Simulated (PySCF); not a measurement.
C3H9OSi, multiplicity 2. Atoms are numbered in the order given.

```xyz
14

C      0.9941     0.3534    -1.5449
Si     0.0210    -0.0664     0.0000
C      0.9941     0.3534     1.5449
C     -1.6595     0.7822     0.0000
O     -0.4343    -1.6945     0.0000
H      1.2374     1.4278    -1.5751
H      0.4172     0.1029    -2.4481
H      1.9424    -0.2051    -1.5811
H      0.4172     0.1029     2.4481
H      1.2374     1.4278     1.5751
H      1.9424    -0.2051     1.5811
H     -1.5031     1.8734     0.0000
H     -2.2409     0.5134    -0.8938
H     -2.2409     0.5134     0.8938
```
Charge 0, spin multiplicity 2.

The structure is a stationary point at PBE0-D3(BJ)/def2-SVP. The isomer is the one that the SMILES or the coordinates give; other isomers of the formula were not compared.

Calculation: TDA-PBE/def2-SVPD (PySCF 2.14.0).

Vertical excitations. The molecule is in vacuum.

```json
[
 {"state": "root 1", "energy (eV)": "0.41", "λ (nm)": "3023", "f": "0.000", "main pairs": "β HOMO→LUMO 99 %"},
 {"state": "root 2", "energy (eV)": "2.11", "λ (nm)": "588", "f": "0.002", "main pairs": "β HOMO−1→LUMO 85 %, β HOMO−3→LUMO 14 %"},
 {"state": "root 3", "energy (eV)": "2.25", "λ (nm)": "551", "f": "0.005", "main pairs": "β HOMO−2→LUMO 99 %"},
 {"state": "root 4", "energy (eV)": "2.89", "λ (nm)": "428", "f": "0.045", "main pairs": "β HOMO−3→LUMO 80 %, β HOMO−1→LUMO 13 %"},
 {"state": "root 5", "energy (eV)": "3.84", "λ (nm)": "323", "f": "0.000", "main pairs": "β HOMO−4→LUMO 100 %"},
 {"state": "root 6", "energy (eV)": "4.09", "λ (nm)": "303", "f": "0.001", "main pairs": "β HOMO−5→LUMO 100 %"},
 {"state": "root 7", "energy (eV)": "4.31", "λ (nm)": "288", "f": "0.015", "main pairs": "β HOMO−6→LUMO 92 %"},
 {"state": "root 8", "energy (eV)": "4.57", "λ (nm)": "271", "f": "0.016", "main pairs": "β HOMO−7→LUMO 88 %"},
 {"state": "root 9", "energy (eV)": "4.68", "λ (nm)": "265", "f": "0.001", "main pairs": "β HOMO−8→LUMO 100 %"},
 {"state": "root 10", "energy (eV)": "4.77", "λ (nm)": "260", "f": "0.017", "main pairs": "β HOMO−9→LUMO 93 %"}
]
```
Unrestricted roots are not spin-pure.
